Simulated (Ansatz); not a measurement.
[IBr2]- (IBr₂⁻), relaxed as a singlet with RKS PBE0-D4/def2-TZVPD in Ansatz, starting from the GFN2-xTB geometry. Force threshold 0.02 eV/Å.

In the def2 sets I takes a core potential; there is no spin–orbit coupling.

Start:

```xyz
3

I    -0.001    0.000    0.000
Br   -0.539   -0.481    2.660
Br    0.540    0.481   -2.660
```

| step | energy (eV) | largest force component (eV/Å) | SCF passes |
| --- | --- | --- | --- |
| 1 | -148182.1116 | 0.249 | 17 |
| 2 | -148182.1208 | 0.001 | 22 |

Force components are those of the run's own axes.

End:

```xyz
3

I     0.000    0.000    0.000
Br   -0.533   -0.474    2.625
Br    0.533    0.474   -2.625
```

By distances, no bond broke or formed. The bond that changes most is I1–Br3, from 2.76 to 2.72 Å (atoms count from 1).

No frequencies were taken in this run, so the end may be a saddle point.

It took 7 s on 4 threads of Arm Neoverse V1 on a shared host, peak host memory 0.58 GiB.
